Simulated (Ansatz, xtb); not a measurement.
System: IrO$_{3}$, charge 0, multiplicity 4. The spin state was set by rule; other spins were not relaxed. SMILES: [O]=[Ir](=[O])=[O]
Geometry from a B3LYP-D3(BJ)/def2-TZVP (Ansatz, a quantum-chemistry and plane-wave program) optimisation:
```xyz
4

Ir     0.0357    -0.0282    -0.0412
O     -1.2628    -1.1974     0.0197
O     -0.2448     1.4594    -0.9161
O      1.1645     0.0094     1.2933
```
Charge 0, spin multiplicity 4.

Harmonic wavenumbers from GFN2-xTB (xtb, at its own minimum), cm⁻¹: 146, 146, 187, 678, 678, 720.

Give the harmonic wavenumbers at B3LYP-D3(BJ)/def2-TZVP (Ansatz, finite differences of forces, unscaled).

229, 274, 274, 831, 831, 910 cm⁻¹. Zero-point energy 4.8 kcal/mol.

From these and the geometry, give the ideal-gas thermochemistry at 298.15 K and 1 atm (rigid rotor, harmonic oscillator).

Point group C3v, rotational symmetry number 3. Rotational constants 6.8, 6.8, 3.521 GHz. S(trans) 42.33, S(rot) 22.91, S(vib) 5.54, S(elec, spin only) 2.75, S 73.5 cal/(mol K). H(298) - H(0) 3.38 kcal/mol; G - E(el) -13.8 kcal/mol.
